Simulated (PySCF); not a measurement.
CH$_{5}$AlO$_{2}$ (SMILES [CH3][Al]([OH])[OH]), singlet, geometry from GFN2-xTB (such geometries of metal compounds can be far from the true shape); DF-CAMB3LYP/6-311++G** (PySCF).

Input for PySCF:
```python
from pyscf import gto, scf, dft
import numpy

mol = gto.Mole()
mol.atom = '''
    Al    0.07749548    0.07275953    0.00557869
    C    -1.42912426   -1.22415675   -0.13625489
    H    -1.10357429   -2.14553357   -0.61524509
    H    -2.25578416   -0.81633085   -0.71240214
    H    -1.80016565   -1.49817487    0.84929070
    O    -0.03916589    1.51144195   -0.78735585
    H    -0.09952938    2.33824639   -1.24017123
    O     1.37525186   -0.37239246    0.91660087
    H     2.13766999   -0.59153638    1.42957391
'''
mol.basis = '6-311++g**'
mol.verbose = 4
mol.cart = True
mol.build()
print('smallest overlap eigenvalue', numpy.linalg.eigvalsh(mol.intor('int1e_ovlp'))[0])

mf = dft.RKS(mol)
mf.xc = 'camb3lyp'
mf = mf.density_fit(auxbasis='def2-universal-jkfit')
mf.kernel()
```

The log (banner, timings and long lists left out):

```
PySCF version 2.14.0

[INPUT] verbose = 4
[INPUT] num. atoms = 9
[INPUT] num. electrons = 40
[INPUT] charge = 0
[INPUT] spin (= nelec alpha-beta = 2S) = 0
[INPUT] symmetry False subgroup None
[INPUT] Mole.unit = angstrom
[INPUT] Cartesian GTO integrals (6d 10f)
[INPUT] Symbol           X                Y                Z      unit          X                Y                Z       unit  Magmom
[INPUT]  1 Al     0.077495480000   0.072759530000   0.005578690000 AA    0.146445233092   0.137495584652   0.010542196234 Bohr   0.0
[INPUT]  2 C     -1.429124260000  -1.224156750000  -0.136254890000 AA   -2.700653449372  -2.313320991038  -0.257484425233 Bohr   0.0
[INPUT]  3 H     -1.103574290000  -2.145533570000  -0.615245090000 AA   -2.085453166211  -4.054470838360  -1.162644719583 Bohr   0.0
[INPUT]  4 H     -2.255784160000  -0.816330850000  -0.712402140000 AA   -4.262814258532  -1.542641733533  -1.346244935154 Bohr   0.0
[INPUT]  5 H     -1.800165650000  -1.498174870000   0.849290700000 AA   -3.401820057350  -2.831140191006   1.604926823140 Bohr   0.0
[INPUT]  6 O     -0.039165890000   1.511441950000  -0.787355850000 AA   -0.074012805525   2.856211338679  -1.487886919074 Bohr   0.0
[INPUT]  7 H     -0.099529380000   2.338246390000  -1.240171230000 AA   -0.188083269548   4.418645288853  -2.343583972265 Bohr   0.0
[INPUT]  8 O      1.375251860000  -0.372392460000   0.916600870000 AA    2.598849367699  -0.703719760253   1.732124609838 Bohr   0.0
[INPUT]  9 H      2.137669990000  -0.591536380000   1.429573910000 AA    4.039610825802  -1.117841750917   2.701503164724 Bohr   0.0

nuclear repulsion = 159.128003220143
number of shells = 69
number of NR pGTOs = 203
number of NR cGTOs = 135
basis = 6-311++g**
ecp = {}
smallest overlap eigenvalue 0.00037061880826855215

******** <class 'pyscf.df.df_jk.DFRKS'> ********
method = DFRKS
initial guess = minao
damping factor = 0
level_shift factor = 0
DIIS = <class 'pyscf.scf.diis.CDIIS'>
diis_start_cycle = 1
diis_space = 8
diis_damp = 0
SCF conv_tol = 1e-09
SCF conv_tol_grad = None
SCF max_cycles = 50
direct_scf = False
XC library pyscf.dft.libxc version 7.1.2
    S. Lehtola, C. Steigemann, M. J. T. Oliveira, and M. A. L. Marques,  SoftwareX 7, 1–5 (2018)
XC functionals = camb3lyp
    T. Yanai, D. P. Tew, and N. C. Handy,  Chem. Phys. Lett. 393, 51 (2004)
radial grids:
    Treutler-Ahlrichs [JCP 102, 346 (1995); DOI:10.1063/1.469408] (M4) radial grids

becke partition: Becke, JCP 88, 2547 (1988); DOI:10.1063/1.454033
pruning grids: <function nwchem_prune>
grids dens level: 3
symmetrized grids: False
atomic radii adjust function: <function treutler_atomic_radii_adjust>
small_rho_cutoff = 0
Set gradient conv threshold to 3.16228e-05
Initial guess from minao.
tot grids = 110504
******** <class 'pyscf.df.df.DF'> ********
auxbasis = def2-universal-jkfit
Create RSH-DF object <pyscf.df.df.DF object> for omega=0.33
******** <class 'pyscf.df.df.DF'> ********
auxbasis = auxmol.basis = def2-universal-jkfit
init E= -434.17572194542
  HOMO = -0.372303821444326  LUMO = -0.0721016800372851  gap/eV = 8.16892
cycle= 1 E= -433.89420516033  delta_E= 0.282  |g|= 1.13  |ddm|= 2.22
  HOMO = -0.184681327791426  LUMO = 0.015248217904231  gap/eV = 5.44036
cycle= 2 E= -433.700611737003  delta_E= 0.194  |g|= 1.56  |ddm|= 1.37
  HOMO = -0.341239123702292  LUMO = 0.000340929259231548  gap/eV = 9.29487
cycle= 3 E= -434.112438210782  delta_E= -0.412  |g|= 0.0769  |ddm|= 0.784
  HOMO = -0.355064352419439  LUMO = 0.000586250669853742  gap/eV = 9.67775
cycle= 4 E= -434.11345653434  delta_E= -0.00102  |g|= 0.0408  |ddm|= 0.0826
  HOMO = -0.347646136610113  LUMO = 0.00148889998851293  gap/eV = 9.50045
cycle= 5 E= -434.113848532938  delta_E= -0.000392  |g|= 0.00447  |ddm|= 0.0307
  HOMO = -0.347882759666889  LUMO = 0.00147169446133638  gap/eV = 9.50642
cycle= 6 E= -434.113854420661  delta_E= -5.89e-06  |g|= 0.000979  |ddm|= 0.00769
  HOMO = -0.347937513497588  LUMO = 0.00142911994400263  gap/eV = 9.50675
cycle= 7 E= -434.1138548192  delta_E= -3.99e-07  |g|= 0.000194  |ddm|= 0.00252
  HOMO = -0.347906837041447  LUMO = 0.00143722774169815  gap/eV = 9.50614
cycle= 8 E= -434.113854835243  delta_E= -1.6e-08  |g|= 7.26e-05  |ddm|= 0.000703
  HOMO = -0.347912083836389  LUMO = 0.00143541306155268  gap/eV = 9.50623
cycle= 9 E= -434.113854836667  delta_E= -1.42e-09  |g|= 3.07e-05  |ddm|= 0.000234
  HOMO = -0.34791242395518  LUMO = 0.00143504902924177  gap/eV = 9.50623
cycle= 10 E= -434.113854836834  delta_E= -1.67e-10  |g|= 1.35e-05  |ddm|= 5.13e-05
  HOMO = -0.347911656628923  LUMO = 0.00143503194247295  gap/eV = 9.50621
Extra cycle  E= -434.113854836818  delta_E= 1.53e-11  |g|= 1.8e-05  |ddm|= 2.45e-05
converged SCF energy = -434.113854836818
```
